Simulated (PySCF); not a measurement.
CH₆BNO. Atoms are numbered in the order given.

```xyz
10

B     -0.0301     0.0665     0.0000
C      0.4409    -1.4472     0.0000
H      1.5344    -1.5678     0.0000
H      0.0502    -1.9792     0.8842
H      0.0502    -1.9792    -0.8842
O     -1.3644     0.4060     0.0000
H     -1.9351    -0.3653     0.0000
N      0.8909     1.1289     0.0000
H      0.5932     2.0952     0.0000
H      1.8905     0.9968     0.0000
```
Charge 0, spin multiplicity 1.

The structure is a stationary point at PBE0-D3(BJ)/def2-SVP. The values are those of a single conformer.

The numbers are results of CAM-B3LYP/def2-TZVP in PySCF, not measurements.

Atomic charges (e):

```json
[
 {"atom": "B1", "Löwdin": "-0.91", "Mulliken": "0.24", "meta-Löwdin": "0.34"},
 {"atom": "C2", "Löwdin": "-0.28", "Mulliken": "-0.44", "meta-Löwdin": "-0.47"},
 {"atom": "H3", "Löwdin": "0.14", "Mulliken": "0.11", "meta-Löwdin": "0.11"},
 {"atom": "H4", "Löwdin": "0.14", "Mulliken": "0.13", "meta-Löwdin": "0.12"},
 {"atom": "H5", "Löwdin": "0.14", "Mulliken": "0.13", "meta-Löwdin": "0.12"},
 {"atom": "O6", "Löwdin": "0.16", "Mulliken": "-0.44", "meta-Löwdin": "-0.54"},
 {"atom": "H7", "Löwdin": "0.20", "Mulliken": "0.31", "meta-Löwdin": "0.35"},
 {"atom": "N8", "Löwdin": "0.04", "Mulliken": "-0.48", "meta-Löwdin": "-0.50"},
 {"atom": "H9", "Löwdin": "0.18", "Mulliken": "0.23", "meta-Löwdin": "0.24"},
 {"atom": "H10", "Löwdin": "0.18", "Mulliken": "0.22", "meta-Löwdin": "0.24"}
]
```

Task: Give the Mayer and Wiberg (Löwdin basis) orders of the bonds. (The exact figures need the calculation; the answer reports its results.)

Result: 
| bond | Mayer | Wiberg |
|---|---|---|
| B1–C2 | 1.02 | 1.28 |
| C2–H3 | 0.97 | 0.87 |
| C2–H4 | 0.96 | 0.87 |
| C2–H5 | 0.96 | 0.87 |
| B1–O6 | 1.28 | 1.93 |
| O6–H7 | 0.89 | 0.96 |
| B1–N8 | 1.32 | 1.81 |
| N8–H9 | 0.92 | 0.90 |
| N8–H10 | 0.93 | 0.90 |
